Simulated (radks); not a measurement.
All-electron atom: Sm2+ in [Xe] 4f6 (the NIST ground configuration).

Calculated with a radial shooting solver on a logarithmic mesh with Libxc functionals: Dirac Kohn-Sham, BLYP, spin-unpolarised, spherical densities, point nucleus; open shells fill j = l - 1/2 first.

Energy parts (eV):
total: -283943.88
kinetic: 307933.76
electron-nucleus: -694988.70
Hartree: 109557.65
exchange-correlation: -6446.58

Orbitals (lengths in bohr, moments of r in powers of bohr; r(90%) holds 90 % of the orbital's charge):
orbital  occ.  eigenvalue (eV)  r(90%)   <1/r>      <r^4>      <r>
1s1/2       2        -46652.46  0.0411   68.84  1.317e-06  0.02274
2s1/2       2        -7630.393   0.150   16.36  0.0002113  0.09648
2p1/2       2        -7233.217   0.133   16.34  0.0001314  0.08072
2p3/2       4        -6630.103   0.142   14.56  0.0001695  0.08735
3s1/2       2        -1681.294   0.374   5.945   0.008331   0.2546
3p1/2       2        -1510.430   0.367   5.859   0.007629   0.2442
3p3/2       4        -1388.332   0.385   5.412   0.009235   0.2569
3d3/2       4        -1092.037   0.357   5.286   0.006798   0.2286
3d5/2       6        -1065.515   0.362   5.174   0.007213   0.2326
4s1/2       2        -344.1698   0.833   2.477     0.2091   0.5792
4p1/2       2        -278.7005   0.864   2.370     0.2409   0.5934
4p3/2       4        -251.8844   0.906   2.219     0.2914   0.6225
4d3/2       4        -144.2019    1.00   1.998     0.4324   0.6653
4d5/2       6        -139.4165    1.02   1.961     0.4601   0.6757
5s1/2       2         -56.3337    2.03  0.9444      7.417    1.409
5p1/2       2         -38.7882    2.33  0.8287      12.70    1.588
5p3/2       4         -35.2211    2.47  0.7754      16.01    1.681
4f5/2       6         -15.6674    1.75   1.369      5.662   0.9915
4f7/2       0         -15.1263    1.78   1.351      6.208    1.009

The highest occupied level is 4f5/2 at -15.667 eV. Summed over all electrons, <r^2> = 40.91 bohr^2, which gives a Langevin (diamagnetic) susceptibility term of -32.4 x 10^-6 cm^3/mol.
